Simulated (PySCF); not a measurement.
**Telling isomers of C₅H₇ClN₂Si apart by NMR**

- shielding tensors at PBE0/pcSseg-1 (GIAO)
- geometry from GFN2-xTB
- code: PySCF
- one computed conformer, non-relativistic Hamiltonian, fast rotation and ring inversion assumed for equivalent nuclei, gas phase

δ = σ(ref) − σ, references computed at the same level: ¹H, ¹³C vs TMS. Where no couplings were computed, multiplicities follow the n + 1 count of equivalent neighbours, and m marks all less simple cases (inequivalent or close neighbours, rings, F or P nearby). Shifts are as computed. Against solution values, carbons near 30 ppm lie about +3 ppm off and those near 130 ppm about +5 ppm; carbons on Cl a further +6 ppm. Of 1211 compounds with measured shifts, 218 miss one by over three times the rms of a fit or turn the order of signals round; such compounds aren't used in these exercises. Carbons bonded to Cl come out too deshielded. OH and NH positions are gas-phase values without hydrogen bonding to other molecules.

(1) Tabulate the signals of `[SiH3]Nc1ccc(Cl)nc1`, `C=C[Si@@H](Cl)n1cccn1`, `C=Cc1cc(Cl)n([SiH3])n1`, `C=Nc1ccn([SiH2]Cl)c1` and their relative energies.

(2) What is the quickest way to tell C=C[Si@@H](Cl)n1cccn1 from C=Nc1ccn([SiH2]Cl)c1?

(3) What is the quickest way to tell [SiH3]Nc1ccc(Cl)nc1 from C=Cc1cc(Cl)n([SiH3])n1?

(4) What is the quickest way to tell [SiH3]Nc1ccc(Cl)nc1 from C=Nc1ccn([SiH2]Cl)c1?

Results:

(1) 
| SMILES | carbon types | δC | δH | E rel. (kcal/mol) |
| --- | --- | --- | --- | --- |
| [SiH3]Nc1ccc(Cl)nc1 | 2×C 3×CH | 150.9, 146.4, 142.1, 129.4, 124.8 | 8.01 (s, 1H), 7.30 (d, 1H), 7.02 (d, 1H), 4.81 (s, 3H), 3.15 (br s, 1H) | 12.6 |
| C=C[Si@@H](Cl)n1cccn1 | 4×CH 1×CH2 | 148.2, 145.5, 141.9, 139.1, 112.7 | 7.96 (m, 1H), 7.94 (m, 1H), 7.38 (m, 1H), 6.71 (m, 1H), 6.63 (m, 1H), 6.39 (m, 1H), 6.03 (d, 1H) | 0.0 |
| C=Cc1cc(Cl)n([SiH3])n1 | 2×C 2×CH 1×CH2 | 160.3, 143.5, 138.7, 121.3, 107.8 | 6.98 (m, 1H), 6.71 (s, 1H), 5.98 (m, 1H), 5.67 (m, 1H), 5.15 (s, 3H) | 41.4 |
| C=Nc1ccn([SiH2]Cl)c1 | 1×C 3×CH 1×CH2 | 147.1, 145.7, 130.4, 124.1, 106.4 | 7.96 (d, 1H), 7.30 (m, 1H), 7.20 (d, 1H), 6.89 (m, 1H), 6.57 (m, 1H), 5.80 (s, 2H) | 3.4 |

Energies are electronic energies at PBE0/pcSseg-1 on these geometries, without zero-point or thermal terms, each for the one conformer computed, which needn't be the lowest.

(2) Both give the same number of carbon signals, but DEPT or the intensities differ. The first has an aromatic CH next to a ring nitrogen at 148.2 ppm, the second an aromatic carbon bearing nitrogen (C) at 145.7 ppm. Their most deshielded carbons lie at 148.2 and 147.1 ppm.

(3) Both give the same number of carbon signals, but DEPT or the intensities differ. The first has an aromatic CH at 124.8 ppm, the second a terminal =CH2 carbon at 121.3 ppm. Their most deshielded carbons lie at 150.9 and 160.3 ppm. In the proton spectra the most deshielded non-exchanging signals are 8.01 (s, 1H) and 6.98 (m, 1H).

(4) Both give the same number of carbon signals, but DEPT or the intensities differ. The first has an aromatic CH next to a ring nitrogen at 142.1 ppm, the second a C=N carbon (CH2) at 147.1 ppm. Their most deshielded carbons lie at 150.9 and 147.1 ppm.
